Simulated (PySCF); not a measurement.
Species: C₆H₅Cl₃.
Structure used (PBE0-D3(BJ)/def2-SVP), in Å, numbered top down from 1:
```
atom  x, y, z in Å
C1    -1.5819   -1.0699    1.1867
C2    -0.7828   -0.0238    0.9132
C3    -0.8843    1.3052    1.6079
C4     0.2320   -0.1403   -0.0867
C5     1.1067   -0.1931   -0.9275
C6     2.1410   -0.2750   -1.9289
Cl7    3.7335    0.0868   -1.1999
Cl8    2.1874   -1.9162   -2.6316
Cl9    1.8277    0.9050   -3.2359
H10   -2.3610   -0.9908    1.9490
H11   -1.4765   -2.0199    0.6590
H12   -1.6884    1.2964    2.3561
H13   -1.0854    2.1093    0.8829
H14    0.0631    1.5550    2.1106
```

Level of theory: PySCF 2.14.0, density-fitted response routines, TDDFT B3LYP/def2-SVPD, vertical, gas phase, core orbitals frozen in the response.

Kohn–Sham orbitals with the atoms that hold most of them (Löwdin shares over 4%, at most four atoms; ? is withheld):

```tsv
orbital	ε (eV)	atoms
HOMO-3	-8.88	Cl9 32%, Cl7 30%, Cl8 9%, C2 7%
HOMO-2	-8.51	Cl9 34%, Cl7 34%, Cl8 33%
HOMO-1	-8.12	C5 32%, C4 30%, Cl8 18%, Cl7 6%
HOMO	-7.23	?
LUMO	-1.93	?
LUMO+1	-1.27	Cl7 26%, Cl9 25%, C6 24%, Cl8 23%
LUMO+2	-1.21	Cl8 26%, C6 22%, C4 16%, C5 13%
```

(1) Give the leading atoms of the HOMO.

(2) Give the leading atoms of the LUMO.

(3) How does S1 compare with the orbital gap of 5.30 eV?

(4) One configuration dominates each of S2, S4, S5 and S6. Which, and how do the shares of the two leading atoms of either orbital change from the occupied to the empty one?

## Answers

(1) C1 (bonded to C and 2 H) 26%; C5 (bonded to 2 C) 20%; C2 (bonded to 3 C) 19%; C4 (bonded to 2 C) 14%.

(2) C1 (bonded to C and 2 H) 22%; C2 (bonded to 3 C) 14%; C5 (bonded to 2 C) 14%; C4 (bonded to 2 C) 12%.

(3) S1 is at 4.89 eV (f = 0.0000), 0.41 eV below the gap, made of HOMO→LUMO+2 (54%), HOMO-1→LUMO (42%). Its leading pair isn't HOMO and LUMO; the energies of that pair differ by 6.02 eV. Without the coupling terms of the response equations the lowest excitation would equal the gap.

(4) 
- S2 (4.92 eV, f 0.280), HOMO→LUMO (81%): C1 26% → 22%, C5 20% → 14%, C2 19% → 14%
- S4 (5.18 eV, f 0.0006), HOMO→LUMO+1 (98%): C1 26% → at most 3%, C5 20% → at most 3%, Cl7 at most 15% → 26%, Cl9 at most 15% → 25%
- S5 (5.74 eV, f 0.0057), HOMO-2→LUMO (96%): Cl9 34% → at most 13%, Cl7 34% → at most 13%, C1 at most 1% → 22%, C2 at most 1% → 14%
- S6 (5.83 eV, f 0.0021), HOMO-1→LUMO+1 (96%): C5 32% → at most 3%, C4 30% → at most 3%, Cl7 6% → 26%, Cl9 at most 6% → 25%

Löwdin shares depend on the basis, the more so with diffuse functions.
